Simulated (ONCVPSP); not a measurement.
silicon, ONCV: configuration errors across variants

Si, optimised norm-conserving Vanderbilt (ONCV), made with ONCVPSP 4.0.1 (PBE, scalar-relativistic). Core [He], reference 2s2 2p6 3s2 3p1 (charge +1). Waves: 2s+3s: rc 0.95 bohr, ncon 4, nbas 7, qcut 16 1/bohr, 2 projectors; 2p+3p: rc 0.90 bohr, ncon 3, nbas 6, qcut 14.4 1/bohr, 2 projectors; d scattering state at 0.09 Ha: rc 0.85 bohr, ncon 3, nbas 6, qcut 10.5 1/bohr, 2 projectors, debl 2.2 Ha. Local part: polynomial inside 0.80 bohr (lpopt 5, dvloc0 0 Ha). Core correction: Teter function, fcfact 4.5, rcfact 1.65.

All-electron excitation energies from the reference (eV): (1) 2s2 2p6 3s2 3p2 -7.740; (2) 2s2 2p6 3s2 3p0 15.993; (3) 2s2 2p6 3s1 3p0 49.964; (4) 2s2 2p6 3s0 3p0 95.117.

Errors AE − PS in meV (a dash: test not solved or not reliable):

| change | (1) | (2) | (3) | (4) | bound ghosts | GHOST(+) flags above zero |
| --- | --- | --- | --- | --- | --- | --- |
| base | +0.3 | +0.9 | -0.9 | -9.2 | none | none |
| core correction Teter function, fcfact 4.5, rcfact 1.1 | +0.3 | +0.9 | -0.7 | -8.4 | none | none |
| core correction Teter function, fcfact 4.5, rcfact 1.26 | +0.3 | +0.9 | -0.8 | -8.6 | none | none |
| core correction Teter function, fcfact 4.5, rcfact 1.36 | +0.3 | +0.9 | -0.8 | -8.7 | none | none |
| core correction Teter function, fcfact 4.5, rcfact 1.46 | +0.3 | +0.9 | -0.8 | -8.9 | none | none |
| core correction Teter function, fcfact 4.5, rcfact 1.62 | +0.3 | +0.9 | -0.9 | -9.2 | none | none |
| core correction Teter function, fcfact 4.5, rcfact 1.76 | +0.3 | +0.9 | -1.0 | -9.4 | none | none |
| core correction Teter function, fcfact 4.5, rcfact 1.88 | +0.3 | +0.9 | -1.0 | -9.6 | none | none |
| core correction Teter function, fcfact 4.5, rcfact 2.06 | +0.3 | +0.8 | -1.1 | -9.9 | none | none |

Give the same row for: core correction Teter function, fcfact 4.5, rcfact 0.98.

+0.3, +0.9, -0.7, -8.2; bound ghosts: none; GHOST(+) flags above zero: none.
